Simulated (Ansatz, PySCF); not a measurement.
trans-(1R,2R)-1-chloro-2-methylcyclopropane (C4H7Cl), SMILES C[C@@H]1C[C@H]1Cl. Atoms are numbered in the order given.

```xyz
12

C      2.2943     0.5078    -0.0847
C      1.0150    -0.2859     0.0543
C      0.2720    -0.8114    -1.1555
C     -0.2985     0.3157    -0.3482
Cl    -1.7398     0.0362     0.6529
H      2.4592     1.1512     0.7945
H      2.2656     1.1533    -0.9769
H      3.1633    -0.1626    -0.1846
H      0.9611    -0.9328     0.9362
H      0.6523    -0.5726    -2.1537
H     -0.2148    -1.7858    -1.0703
H     -0.3113     1.3218    -0.7746
```

Geometry: TPSSh-D3(BJ)/def2-SVP.

Two levels are set side by side: PBE-D3(BJ)/def2-SVP (Ansatz, an electronic-structure program) and TPSSh-D3(BJ)/def2-SVP (PySCF). Each level has its own optimised geometry; the coordinates shown are those of the second. Frequencies come from the Hessian of PySCF at each geometry. Differences are taken from unrounded values.

```
quantity                            TPSSh-D3(BJ)
----------------------------------  ------------
mean bond length (Å)                       1.290
bond C1–C2 (Å)                             1.512
bond C2–C3 (Å)                             1.514
bond C2–C4 (Å)                             1.500
bond C3–C4 (Å)                             1.499
bond C4–Cl5 (Å)                            1.777
bond C1–H6 (Å)                             1.102
bond C1–H7 (Å)                             1.102
bond C1–H8 (Å)                             1.102
bond C2–H9 (Å)                             1.095
bond C3–H10 (Å)                            1.095
bond C3–H11 (Å)                            1.092
bond C4–H12 (Å)                            1.093
highest harmonic wavenumber (cm⁻¹)          3225
mean harmonic wavenumber (cm⁻¹)             1463
zero-point energy (kcal/mol)               62.73
```

Task: What does PBE-D3(BJ) give, and how far is it from TPSSh-D3(BJ)? (The exact figures need the calculation; the answer reports its results.)

Result: 
```tsv
quantity	PBE-D3(BJ)	PBE-D3(BJ) minus TPSSh-D3(BJ)
mean bond length (Å)	1.296	0.006
bond C1–C2 (Å)	1.512	0.000
bond C2–C3 (Å)	1.519	0.005
bond C2–C4 (Å)	1.506	0.006
bond C3–C4 (Å)	1.505	0.006
bond C4–Cl5 (Å)	1.776	0.000
bond C1–H6 (Å)	1.109	0.008
bond C1–H7 (Å)	1.109	0.008
bond C1–H8 (Å)	1.110	0.008
bond C2–H9 (Å)	1.103	0.008
bond C3–H10 (Å)	1.103	0.008
bond C3–H11 (Å)	1.100	0.008
bond C4–H12 (Å)	1.102	0.009
highest harmonic wavenumber (cm⁻¹)	3160	-65
mean harmonic wavenumber (cm⁻¹)	1422	-40
zero-point energy (kcal/mol)	61.00	-1.73
```

GGA bonds tend to be longer and softer than those of functionals with exact exchange. Differences between two approximate levels are no errors against the true value.
